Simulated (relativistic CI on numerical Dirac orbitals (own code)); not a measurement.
## Level scheme of Au XLVI

These numbers are calculated, not measured: Dirac-Coulomb-Breit CI, separate exchange-only KLI orbitals for each configuration, QED by a radiative potential, unscaled Slater integrals (own radial code, finite nucleus).

CI space (outside the closed core [Ar] 3d10): 4s2 4p4, 4s 4p5, 4s2 4p3 4d, 4p6, 4s 4p4 4d, 4s2 4p3 4f, 4s 4p4 4f, 4p5 4d, 4s 4p3 4d2, 4s2 4p2 4d 4f, 4p5 4f, 4p4 4d2, 4p3 4d3, 4p3 4d2 4f. Double excitations out of closed p, d and f shells are left out; levels of such configurations are missing from the list, as are those of other unlisted configurations, and high levels can miss mixing partners.

The lowest level is 4s2 4p4 3P_2, with 69 % of that term; Hund's rules for 4s2 4p4 give 3P with J = 2, in agreement.

```csv
No.,Configuration,Term,J,E (Ry),%,Next component (%),Landé g
1,4s2 4p4,3P,2,0.0000,69,31 1D,1.340
2,4s2 4p4,1S,0,0.8242,63,37 3P,
3,4s2 4p4,3P,1,9.6778,99,1 4s 4p4 4d 3P,1.496
4,4s2 4p4,1D,2,10.0518,69,31 3P,1.148
5,4s2 4p3 4d,3D°,2,12.4614,31,30 3F°,1.047
6,4s2 4p3 4d,3P°,0,12.6938,60,28 5D°,
7,4s2 4p3 4d,3D°,1,12.7331,31,27 3P°,1.130
8,4s2 4p3 4d,3F°,3,12.7913,28,20 3G°,1.110
9,4s2 4p3 4d,3F°,4,14.6962,49,27 5D°,1.262
10,4s2 4p3 4d,3D°,2,14.8669,31,29 3P°,1.267
11,4s2 4p3 4d,3D°,3,15.8848,38,19 1F°,1.190
12,4s2 4p3 4d,3D°,1,16.1501,36,31 3P°,1.056
13,4s 4p5,3P°,2,18.1299,85,6 4s2 4p3 4d 3D°,1.466
14,4s 4p5,1P°,1,19.1199,47,36 3P°,1.168
15,4s2 4p4,3P,0,20.0606,62,37 1S,
16,4s2 4p3 4d,3D°,1,21.7351,46,40 5D°,0.985
17,4s2 4p3 4d,3F°,2,21.7427,44,29 5D°,1.034
18,4s2 4p3 4d,5D°,0,21.7612,52,27 1S°,
19,4s2 4p3 4d,3F°,3,22.0598,33,30 3G°,1.087
20,4s2 4p3 4d,3G°,4,22.4179,50,35 1G°,1.054
21,4s2 4p3 4d,3F°,2,22.9345,65,24 1D°,0.819
22,4s2 4p3 4d,3D°,3,23.6293,54,24 5D°,1.292
23,4s2 4p3 4d,3P°,2,23.7543,38,24 3D°,1.280
24,4s2 4p3 4d,3S°,1,23.8375,36,24 3P°,1.456
25,4s2 4p3 4d,5D°,4,23.8584,52,21 3G°,1.298
26,4s2 4p3 4d,3D°,3,23.8682,47,32 3F°,1.210
27,4s2 4p3 4d,3F°,4,24.3306,69,28 1G°,1.178
28,4s2 4p3 4d,3D°,1,24.3462,35,34 3P°,1.026
29,4s2 4p3 4d,1S°,0,24.3723,47,44 3P°,
30,4s2 4p3 4d,3G°,5,24.4896,99,,1.195
31,4s2 4p3 4d,3D°,1,24.5615,41,38 1P°,0.912
32,4s2 4p3 4d,3D°,2,25.1336,46,38 3P°,1.276
33,4s2 4p3 4d,1F°,3,25.4280,37,30 3F°,1.123
34,4s2 4p3 4d,3D°,2,25.7837,41,21 3F°,1.078
35,4s2 4p3 4d,3S°,1,25.9185,31,30 1P°,1.264
36,4s2 4p3 4d,1F°,3,26.1933,44,20 3F°,1.076
37,4s2 4p3 4d,3P°,2,26.4309,39,37 1D°,1.235
38,4s 4p5,3P°,0,28.0740,81,7 4s2 4p3 4d 3P°,
39,4s 4p5,3P°,1,29.0035,47,37 1P°,1.299
40,4s2 4p3 4f,3G,3,29.3071,27,26 3F,0.993
41,4s2 4p3 4f,3F,2,29.6633,29,20 5F,0.960
42,4s2 4p3 4f,3G,4,29.6691,22,19 3F,1.169
43,4s2 4p3 4f,3D,1,29.8294,46,23 5F,0.484
44,4s2 4p3 4f,3F,3,30.2586,19,16 4s 4p4 4d 5D,1.219
45,4s 4p4 4d,5D,2,30.3039,36,21 3D,1.414
```

Energies count from the lowest computed level; ° marks odd parity.

The mean weight of the leading LS term, summed over parents, in these 45 levels is 48 %, and that of the leading jj configuration (from the same eigenvectors) 90 %, so jj coupling describes them better and the LS labels are nominal.

At this charge energies of transitions that change n are usually good to better than 1 %, and those within a shell (Δn = 0) to a few per cent.

LS names give the leading component of a level, which can be under half, so a name can repeat, a term be missing and a line seem to break the LS rules.
